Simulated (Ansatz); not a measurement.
# Which is lower?

The two ends of one reaction step of SiH$_{5}$SBr, closed shell (PBE0-D4/def2-TZVP).

A:

```
atom    x (Å)    y (Å)    z (Å)
 Si1  -0.7812  -0.0530  -0.8957
 Br2   3.0235  -0.3667   1.0495
  H3  -0.7590  -1.4575  -1.3641
  H4   0.4045   0.6874  -1.3880
  H5  -2.0228   0.6258  -1.3398
  H6   1.5904  -0.3511   1.2277
  S7  -0.7391  -0.2062   1.2504
  H8  -0.7162   1.1213   1.4601
```

B:

| atom | x (Å) | y (Å) | z (Å) |
| --- | --- | --- | --- |
| Si1 | 0.1561 | -0.0491 | -1.4048 |
| Br2 | 2.0227 | 0.3167 | -0.2454 |
| H3 | -0.3837 | -1.3717 | -1.0242 |
| H4 | 0.5277 | -0.0335 | -2.8392 |
| H5 | -0.8032 | 1.0360 | -1.1078 |
| H6 | 0.0892 | -0.7859 | 2.2249 |
| S7 | -1.0971 | -0.1597 | 2.2002 |
| H8 | -0.5116 | 1.0473 | 2.1962 |

Computed with Ansatz 0.2.0 (basis: def2-TZVPP); correlated methods freeze the cores. Filled d shells of the heavier atoms are correlated. The def2 sets are not built for correlating such inner shells, so the correlated values are less sure here. B3LYP uses VWN-RPA correlation.

Q: Which structure is lower at CCSD(T), and by how much? (To be estimated.)

A: By the calculation: B, by 7.50 kcal/mol (electronic energy, against the other). By their contacts, A is a complex of SiH₄S ([SiH3][SH]) + HBr and B is a complex of SiH₃Br ([SiH3][Br]) + H₂S.

All methods give the same order:

| method | E(B) − E(A) (kcal/mol) |
| --- | --- |
| SPW92 | -3.42 |
| PBE-D4 | -5.01 |
| BLYP-D4 | -5.77 |
| r2SCAN-D4 | -6.41 |
| B97M-V | -6.91 |
| PBE0-D4 | -6.26 |
| B3LYP-D4 | -6.82 |
| r2SCAN0-D4 | -7.23 |
| BHLYP-D4 | -8.43 |
| CAM-B3LYP-D4 | -7.36 |
| wB97X-V | -7.95 |
| wB97M-V | -8.21 |
| B2PLYP | -7.25 |
| PBE-QIDH | -7.20 |
| RPA on PBE | -8.00 |
| HF | -11.32 |
| MP2 | -7.36 |
| CCSD | -8.19 |
| CCSD(T) | -7.50 |

No T1 diagnostic of these runs exceeds 0.009.

Labels in which every atom is bracketed show which atoms are joined, not bond orders.

For scale, one of the runs: CCSD(T)/def2-TZVPP, 202 basis functions, launched by `ansatz run in.yaml --threads 4 --pin off --events-out ev --progress --plain --max-ram 9574MiB`. Hardware: 4 CPU threads of an Intel Xeon 6975P-C, shared host. Wall time 15 s; peak host memory 2.5 GiB.
